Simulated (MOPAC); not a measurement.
MOPAC input (PM6):

```
PM6 FORCE THERMO(298,298) PRECISE LET GEO-OK AUX(PRECISION=9) THREADS=1
BFO

F     0.00000000 1    0.00000000 1   -1.20185941 1
B    -0.00000000 1   -0.00000000 1    0.09766985 1
O     0.00000000 1    0.00000000 1    1.28887101 1
```

Problem. Which zero-point energy does it print?

Solution. 5.40 kcal/mol, from the harmonic wavenumbers of PM6.
